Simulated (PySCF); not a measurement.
Al(Me)3(SH2), C3H11AlS, singlet (GFN2-xTB optimised geometry):

```
16

Al    -0.729    -1.252     0.000
C     -0.879    -2.212    -1.745
H     -0.533    -1.628    -2.606
H     -1.919    -2.477    -1.967
H     -0.322    -3.156    -1.768
C     -0.849     0.755     0.000
H     -0.398     1.252    -0.868
H     -0.435     1.245     0.890
H     -1.906     1.044    -0.021
C     -0.881    -2.215     1.743
H     -0.486    -1.654     2.599
H     -0.366    -3.183     1.744
H     -1.925    -2.435     1.990
S      1.906    -1.252     0.000
H      1.834    -0.364    -0.984
H      1.836    -0.310     0.932
```

Calculation: B3LYP/def2-TZVP (PySCF).

### Question
What are the frontier orbital energies and the dipole moment?

### Answer
HOMO-2 -8.11 eV, HOMO-1 -7.06 eV, HOMO -7.00 eV, LUMO -0.48 eV, LUMO+1 -0.31 eV; dipole moment 2.17 D.

On the same geometry PBE/def2-TZVP run with PySCF gives HOMO-2 -7.06 eV, HOMO-1 -6.00 eV, HOMO -5.94 eV, LUMO -1.20 eV, LUMO+1 -0.83 eV; dipole moment 2.17 D.

Meta-Löwdin charges at B3LYP/def2-TZVP: Al1 0.74, C2 -0.65, H3 0.11, H4 0.11, H5 0.11, C6 -0.65, H7 0.10, H8 0.10, H9 0.11, C10 -0.65, H11 0.11, H12 0.11, H13 0.11, S14 -0.01, H15 0.12, H16 0.12.
